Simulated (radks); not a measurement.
Numerical settings for the technetium ion Tc2+, [Kr] 4d5. All-electron calculation, Dirac Kohn-Sham, PBE, spin-unpolarised, spherical densities, point nucleus; open shells fill j = l - 1/2 first. Program: a radial shooting solver on a logarithmic mesh with Libxc functionals. The defaults (mesh step 0.008 in ln r, mesh end at 40 bohr or more with all orbitals vanishing there, Anderson mixing 0.5 over 9 steps, residual threshold near 1e-9 with the energy settled to 1e-9 hartree or 1e-11 of itself, here a cap of 91 iterations) give E = -4285.4480 hartree and 4d5/2 at -22.298 eV in 14 iterations. Run on one thread of a shared host, so times are rough (Arm Neoverse N1): 0.16 s of CPU time, 0.16 s wall, 14 iterations on 2486 mesh points. Changes against that run (0 stands for a change within the tolerance of the run):

| setting | iterations | converged | E (mhartree) | e(4d5/2) (meV) | CPU (s) |
|---|---|---|---|---|---|
| mesh step in ln r 0.05 | 14 | yes | +0.00795 | -0.00733 | 0.04 |
| mesh step in ln r 0.003 | 14 | yes | 0 | 0 | 0.4 |
| mesh step in ln r 0.012 | 14 | yes | 0 | 0 | 0.11 |
| mesh end (bohr) 1 | 13 | level above zero | +1.53e+05 | +4.69e+05 | 0.1 |
| mesh end (bohr) 20 | 14 | yes | 0 | 0 | 0.16 |
| residual threshold 1e-16 | 91 | no | 0 | 0 | 0.52 |
| residual threshold 0.1 | 9 | yes | 0 | +0.227 | 0.13 |
| mixing 1 | 12 | yes | 0 | 0 | 0.15 |
| linear mixing, mixing 0.8 | 48 | yes | 0 | 0 | 0.43 |
| linear mixing, mixing 0.2 | 88 | yes | 0 | 0 | 0.68 |
| mixing history 2 | 19 | yes | 0 | 0 | 0.19 |
| iteration cap 2 | 2 | no | +1.17e+03 | -1.82e+04 | 0.03 |

Settled on a wrong energy, with an occupied level pushed above zero by the early mesh end: mesh end (bohr) 1 (+153 hartree). Apart from these: no run marked as converged misses the energy by more than 1 mhartree. A mesh that ends early acts as a hard wall.
